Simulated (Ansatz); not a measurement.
Conformers of C₂H₇FOSSn (`C[O][Sn]([CH3])([F])[SH]`), each relaxed with PBE0-D4/def2-TZVP in Ansatz. CBS adds the triple-zeta coupled-cluster correction to the MP2 limit.

Elements past krypton have def2 core potentials. Outer-core shells of Sn are correlated without core-valence functions. Spin–orbit coupling is left out.

Not all of them had a frequency check.

Conformer A:

Z-matrix (Å, degrees):
```
C
O 1 1.410
H 1 1.093 2 108.0
H 1 1.096 2 111.6 3 -118.9
H 1 1.097 2 112.4 3 119.1
Sn 2 1.946 1 121.7 3 -167.5
F 6 1.927 2 105.4 1 -64.7
C 6 2.111 2 107.8 1 177.9
S 6 2.388 2 110.6 1 44.7
H 8 1.089 6 108.2 2 22.7
H 8 1.089 6 108.7 2 142.3
H 8 1.089 6 109.7 2 -97.5
H 9 1.345 6 90.3 2 -104.8
```

Conformer B:

Z-matrix (Å, degrees):
```
C
O 1 1.411
H 1 1.098 2 112.2
H 1 1.093 2 107.8 3 -118.5
H 1 1.095 2 112.3 3 122.3
Sn 2 1.951 1 120.4 3 -67.7
F 6 1.927 2 102.6 1 -43.6
C 6 2.118 2 116.3 1 71.0
S 6 2.371 2 104.1 1 -158.3
H 8 1.089 6 109.1 2 -178.5
H 8 1.089 6 109.5 2 61.2
H 8 1.089 6 108.5 2 -59.1
H 9 1.345 6 90.6 2 23.0
```

(1) Which is lowest in electronic energy at CCSD(T)/CBS (frozen core, def2 sets), and by how much? (Best estimate.)

(2) Give the energies relative to A (kJ/mol) with ωB97X-V/def2-TZVPP, B2PLYP/def2-TZVPP, PBE/def2-TZVPP, SCS-MP2/def2-TZVPP, CCSD(T)/def2-TZVPP, MP2/def2-QZVPP, MP2/CBS(def2). (Estimate.)

Results:

(1) The calculation gave: A; B lies 3.8 kJ/mol higher.

(2) Ansatz gave: 
| level | B |
| --- | --- |
| ωB97X-V/def2-TZVPP | 4.1 |
| B2PLYP/def2-TZVPP | 4.0 |
| PBE/def2-TZVPP | 4.8 |
| SCS-MP2/def2-TZVPP | 3.8 |
| CCSD(T)/def2-TZVPP | 3.8 |
| MP2/def2-QZVPP | 4.1 |
| MP2/CBS(def2) | 4.1 |
